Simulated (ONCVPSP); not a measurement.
thallium: one change to an ONCV potential, before and after

```
Element                 : thallium
Generator               : ONCVPSP 4.0.1
Type                    : optimised norm-conserving Vanderbilt (ONCV)
Functional              : PBE
Relativity              : scalar-relativistic
Frozen core             : [Kr] 4d10 4f14
Valence charge          : 21
Reference configuration : 5s2 5p6 5d10 6s2 6p1
Partial waves           : 5s+6s: rc 1.60 bohr, ncon 4, nbas 7, qcut 9.4 1/bohr, 3 projectors, debl 2.8 Ha; 5p+6p: rc 1.95 bohr, ncon 4, nbas 8, qcut 8.3 1/bohr, 3 projectors, debl 0.6 Ha; 5d: rc 2.10 bohr, ncon 4, nbas 8, qcut 8.5 1/bohr, 3 projectors, debl 2.8 Ha
Local potential         : polynomial inside 1.45 bohr (lpopt 5, dvloc0 0 Ha)
Core correction         : polynomial model core, fcfact 0.2
```

Change: local potential polynomial inside 1.45 bohr (lpopt 5, dvloc0 7.5 Ha).

Cutoffs: the cutoffs (Ha) at which the residual kinetic energy of the hardest occupied pseudo-wave falls to 1 and 0.1 mHa per electron; they do not see the model core or the augmentation charge, which bear on the density cutoff. Errors are all-electron minus pseudo energies relative to the spin-unpolarised reference configuration.

**Question.** What does the change do?

**Answer.** The potential gets neither clearly harder nor softer (28 Ha and 33 Ha → 28 Ha and 33 Ha); of the 3 tests that both files solve, the error grows in 2 and shrinks in 1 by more than 15 % and 0.3 meV (median size 7.9 → 5.9 meV); neither file shows a bound ghost.

```csv
quantity,base,changed
"cutoff, loose",28 Ha,28 Ha
"cutoff, tight",33 Ha,33 Ha
bound ghosts,none,none
GHOST(+) flags under 300 eV,none,p at 163.1 eV
tests with a reliable result,3 of 4,3 of 4
"error for 5s2 5p6 5d10 6s2 6p0, meV [ΔE 5.17 eV]",-2.5,-3.8
"error for 5s2 5p6 5d10 6s1 6p0, meV [ΔE 25.95 eV]",-13,-15
"error for 5s2 5p6 5d10 6s0 6p3, meV [ΔE 15.21 eV]",-7.9,-5.9
s: phases at 1.62 bohr within 0.05 rad from the reference energy up to (Ha; the scan ends near 5),to the end of the scan,to the end of the scan
p: phases at 1.98 bohr within 0.05 rad from the reference energy up to (Ha; the scan ends near 5),to the end of the scan,5.0
d: phases at 2.13 bohr within 0.05 rad from the reference energy up to (Ha; the scan ends near 5),to the end of the scan,to the end of the scan
"rms error of d²Exc/dni dnj with the model core, mHa",1.06,1.06
```
